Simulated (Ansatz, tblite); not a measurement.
Removing an electron: Si(OAc)2Me2 (C₆H₁₂O₄Si). The state is a singlet with charge 0. Geometry: r2SCAN-D4/def2-SVP. Ansatz, gas phase; energy differences of separate SCF runs; the oxidised species was run as a doublet alone.

```tsv
atom	x (Å)	y (Å)	z (Å)
Si1	1.031	-0.472	0.118
O2	0.666	1.159	0.464
C3	-0.149	1.901	-0.317
C4	-0.510	3.205	0.331
O5	-0.547	1.517	-1.393
H6	-1.055	3.841	-0.376
H7	0.392	3.712	0.703
H8	-1.144	2.988	1.205
O9	-0.358	-1.300	-0.429
C10	-1.578	-1.110	0.118
C11	-2.662	-1.752	-0.695
O12	-1.745	-0.468	1.130
H13	-3.617	-1.704	-0.160
H14	-2.398	-2.792	-0.936
H15	-2.740	-1.208	-1.649
C16	1.606	-1.178	1.730
H17	1.851	-2.247	1.632
H18	0.810	-1.068	2.482
H19	2.503	-0.651	2.095
C20	2.227	-0.578	-1.290
H21	2.472	-1.626	-1.524
H22	3.165	-0.050	-1.056
H23	1.780	-0.119	-2.185
```

The xTB rows come from tblite.

```tsv
level	−HOMO (eV)	vertical IE (eV)	−LUMO (eV)	HOMO–LUMO gap (eV)
GFN1-xTB	11.69	14.23	6.97	4.71
GFN2-xTB	11.16	13.59	6.48	4.67
PBE-D4/def2-TZVP	6.18	8.89	1.06	5.12
r2SCANh-D4/def2-TZVP	7.16	9.36	0.38	6.78
PBE0-D4/def2-TZVP	7.85	9.60	-0.07	7.92
```

 Raw xTB energy differences between charge states are shifted by several eV; the methods need an empirical correction for them.
